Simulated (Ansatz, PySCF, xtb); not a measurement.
Pair of molecules: NH3 (SMILES N) (first 4 atoms) with CH4O (SMILES CO); geometry from B3LYP-D3(BJ)/def2-TZVP, rigid monomers moved along the line of their centres of mass till N1···H10 is 1.75 Å.
(charge 0, multiplicity 1):
```
atom    x (Å)    y (Å)    z (Å)
----  -------  -------  -------
N      0.0224  -0.1236   0.0761
H     -0.3449  -0.9589  -0.3657
H     -0.3594   0.6772  -0.4145
H      1.0265  -0.1189  -0.0626
C      0.3360   0.0080   3.4819
O     -0.8157  -0.0614   2.6707
H      0.9926  -0.8636   3.3558
H      0.0102   0.0335   4.5227
H      0.9300   0.9126   3.2927
H     -0.5317  -0.0839   1.7367
```

Counterpoise-corrected where a basis set is named; no monomer relaxation. Rows marked so take none.

Rows in 6-31G* carry no dispersion term and start afresh at each structure (6-31G* with six Cartesian d functions).

Codes used: Ansatz (Gaussian orbitals); PySCF for 6-31G* rows; xtb for the GFN methods. Values without a source in brackets are computed.

Q: One of these levels gives -27.2 kJ/mol for the interaction energy. Which one is it?
(A) GFN1-xTB
(B) BP86/6-31G* (no counterpoise)
(C) r2SCAN/def2-TZVPPD
(D) HF/6-31G* (no counterpoise)

A: C, r2SCAN/def2-TZVPPD. The others give -29.9 (GFN1-xTB), -22.0 (HF/6-31G* (no counterpoise)), -35.9 (BP86/6-31G* (no counterpoise))

Ansatz is a quantum-chemistry and plane-wave program.
